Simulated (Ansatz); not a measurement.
`C[S][AlH][OH]` + HCl → `C[S][AlH][Cl]` + H₂O at 400 K and 1 bar (ligand exchange at the Al–O bond).

Computed with Ansatz on PBE0-D4/def2-TZVP structures; ΔE is electronic, products minus reactants. CCSD(T)/CBS adds triple-zeta CCSD(T) − MP2 to the extrapolated MP2 energy (def2 sets, frozen cores). This one scheme is used for every species. Each species was taken in one conformer, which may not be the lowest.

```json
{"species": "`C[S][AlH][OH]`", "CCSD(T)/CBS energy (Eh)": "-756.12026", "H − E (kJ/mol)": "189.0", "S (J/(mol·K))": "373.7"}
{"species": "HCl", "CCSD(T)/CBS energy (Eh)": "-460.38127", "H − E (kJ/mol)": "29.6", "S (J/(mol·K))": "195.4"}
{"species": "`C[S][AlH][Cl]`", "CCSD(T)/CBS energy (Eh)": "-1140.13367", "H − E (kJ/mol)": "155.5", "S (J/(mol·K))": "375.0"}
{"species": "H₂O", "CCSD(T)/CBS energy (Eh)": "-76.37941", "H − E (kJ/mol)": "69.8", "S (J/(mol·K))": "198.6"}
```

H − E and S are ideal-gas, rigid-rotor, harmonic terms from PBE0-D4/def2-TZVP, for one conformer and one mirror image of each species. 1 Eh = 2625.50 kJ/mol, R = 8.31446 J/(mol·K).

By hand: ΔE, ΔH, ΔS and ΔG.

ΔE = (-1140.13367) + (-76.37941) − (-756.12026) − (-460.38127) = -0.01155 Eh = -30.3 kJ/mol. Δ(H − E) = 155.5 + 69.8 − 189.0 − 29.6 = 6.7, so ΔH = -23.6 kJ/mol. ΔS = 375.0 + 198.6 − 373.7 − 195.4 = 4.5 J/(mol·K). ΔG = -23.6 − 400 × (4.5)/1000 = -25.4 kJ/mol.

By hand: the equilibrium constant, and the temperature at which ΔG would vanish if ΔH and ΔS stayed fixed.

log₁₀ K = −ΔG/(RT ln 10) = 3.3. ΔH and −TΔS have one sign here, so there is no such temperature.

The number of gas molecules stays the same, so ΔS is small and ΔH decides. A doubt of 5 kJ/mol in ΔE shifts log₁₀ K by 0.7 here. Other conformers and mirror images would add mixing entropy, several J/(mol·K) or more a flexible species. These are equilibria of isolated gas molecules and say nothing of rates. Largest T1 diagnostic: 0.012 (customary marks: 0.02 for closed shells, 0.045 for open ones).

ΔS is within the doubt of such terms, so its sign, and with it that verdict, could turn.
